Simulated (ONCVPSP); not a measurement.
**What one change does to a pseudopotential (krypton (Kr), ONCV)**

| Item | Value |
| --- | --- |
| Element | Kr (Z = 36) |
| Generator | ONCVPSP 4.0.1 |
| Type | optimised norm-conserving Vanderbilt (ONCV) |
| Functional | LDA (Perdew-Zunger) |
| Relativity | scalar-relativistic |
| Frozen core | [Ne] 3s2 |
| Valence charge | 24 |
| Reference configuration | 3p6 3d10 4s2 4p5.5 (charge +0.5) |
| Partial waves | 4s: rc 1.35 bohr, ncon 3, nbas 7, qcut 5.2 1/bohr, 2 projectors, debl 1.6 Ha; 3p+4p: rc 0.85 bohr, ncon 4, nbas 7, qcut 12.8 1/bohr, 2 projectors; 3d: rc 1.00 bohr, ncon 4, nbas 9, qcut 13.1 1/bohr, 2 projectors, debl 1.2 Ha |
| Local potential | polynomial inside 0.65 bohr (lpopt 4, dvloc0 6 Ha) |
| Core correction | polynomial model core, fcfact 0.25 |

In the d channel the program set the typed energies aside and used -3.213, 0.250 Ha.

Change: d: qcut 11.4.

Cutoffs: the cutoffs (Ha) at which the residual kinetic energy of the hardest occupied pseudo-wave falls to 1 and 0.1 mHa per electron; they do not see the model core or the augmentation charge, which bear on the density cutoff. Errors are all-electron minus pseudo energies relative to the spin-unpolarised reference configuration.

Problem. What does the change do?

Solution. The potential gets harder (101 Ha and 302 Ha → 296 Ha and 378 Ha); both files keep a bound ghost (s); of the 3 tests that both files solve, the error grows in 1 and shrinks in 0 by more than 15 % and 0.3 meV (median size 0.7 → 0.7 meV).

| quantity | base | changed |
| --- | --- | --- |
| cutoff, loose | 101 Ha | 296 Ha |
| cutoff, tight | 302 Ha | 378 Ha |
| loose cutoff by channel | s 15 Ha, p 76 Ha, d 101 Ha | s 15 Ha, p 76 Ha, d 296 Ha |
| bound ghosts | s | s |
| GHOST(+) flags under 300 eV | none | none |
| tests with a reliable result | 3 of 4 | 3 of 4 |
| error for 3p6 3d10 4s2 4p6, meV [ΔE -5.93 eV] | -0.7 | -0.7 |
| error for 3p6 3d10 4s2 4p5, meV [ΔE 8.51 eV] | +0.4 | +0.4 |
| error for 3p6 3d10 4s2 4p4, meV [ΔE 33.84 eV] | -1.2 | -1.5 |
| s: phases at 1.37 bohr within 0.05 rad from the reference energy up to (Ha; the scan ends near 5) | to the end of the scan | to the end of the scan |
| p: phases at 0.86 bohr within 0.05 rad from the reference energy up to (Ha; the scan ends near 5) | to the end of the scan | to the end of the scan |
| d: phases at 1.01 bohr within 0.05 rad from the reference energy up to (Ha; the scan ends near 5) | to the end of the scan | to the end of the scan |
| rms error of d²Exc/dni dnj with the model core, mHa | 0.82 | 0.57 |

 A true bound ghost makes a file unfit for plane-wave use even where its test errors are small: the radial tests pick states by their node count and pass the ghost by.
